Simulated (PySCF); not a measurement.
Delta-SCF ions had no search for a lower state. Excitations are Tamm–Dancoff values on a coarser integration grid. The basis has no diffuse functions, so Rydberg states are missing or too high.

Z-matrix (Å, degrees):
```
C
N 1 1.3653
C 2 1.3249 1 118.34
H 3 1.1054 2 116.45 1 -180.00
C 3 1.4241 4 119.54 2 -180.00
C 5 1.3852 3 118.61 4 -179.99
H 5 1.0998 6 121.48 3 -180.00
H 6 1.1017 5 121.32 7 0.00
C 6 1.4246 8 119.41 5 -180.00
C 9 1.4203 6 123.70 8 -0.01
H 10 1.1025 9 118.79 6 -0.01
C 10 1.4042 11 119.52 9 -180.00
C 1 1.4339 2 117.39 3 179.98
C 13 1.3901 1 118.49 2 179.98
H 14 1.1024 13 119.59 1 180.00
B 12 1.5437 10 120.41 11 -0.01
H 16 1.2174 12 120.48 10 179.99
H 16 1.2180 17 119.61 12 -180.00
Si 13 1.8942 14 124.18 15 0.00
H 19 1.5020 13 111.83 14 118.39
H 19 1.5020 20 109.63 13 -124.62
H 19 1.5077 20 108.44 21 -118.23
```
Charge 0, spin multiplicity 1.

Give the S1 excitation (TDA), HOMO, vertical ionisation energy (Delta-SCF), HOMO–LUMO gap and T1 excitation (TDA) at the level PBE-D3(BJ)/def2-TZVP // PBE-D3(BJ)/def2-SVP in PySCF.


| Quantity | Value |
|---|---|
| S1 excitation (TDA) | 2.98 eV |
| HOMO | -6.31 eV |
| vertical ionisation energy (Delta-SCF) | 8.55 eV |
| HOMO–LUMO gap | 2.91 eV |
| T1 excitation (TDA) | 2.61 eV |
